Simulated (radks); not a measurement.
Spherical jellium clusters: N electrons in a uniform positive sphere of charge N and radius rs N^(1/3), rs = 4.68 bohr. Method: non-relativistic Kohn-Sham, PBE, spin-polarised, spherical densities; computed with a radial shooting solver with Libxc functionals. Levels are named by radial order and angular momentum (1s, 1p, 1d, 2s, ...), and open shells are averaged over m.

N = 2, configuration 1s2. This is the lowest configuration that the search found. Occupied and some empty levels:

level  occupation  eigenvalue (eV)  <r> (bohr)
1s              2          -2.8241       4.616
1p              0          -1.2121       6.496

Energy (eV): total -3.43220, kinetic 2.4615, external -21.551, Hartree 10.637, exchange-correlation -6.0552, background 11.076.

Electron density:

r (bohr)  n(r) (e/bohr^3)
0.453            0.004696
0.957            0.004558
1.46             0.004323
1.97             0.003998
2.47             0.003595
2.97             0.003132
3.48             0.002633
3.98             0.002132
4.49             0.001655
4.99             0.001230
5.50            0.0008728
6.00            0.0005943
6.50            0.0003917
7.01            0.0002522
7.51            0.0001602
8.02            0.0001007
8.52           0.00006281
9.03           0.00003888
9.53           0.00002396
10.0           0.00001475
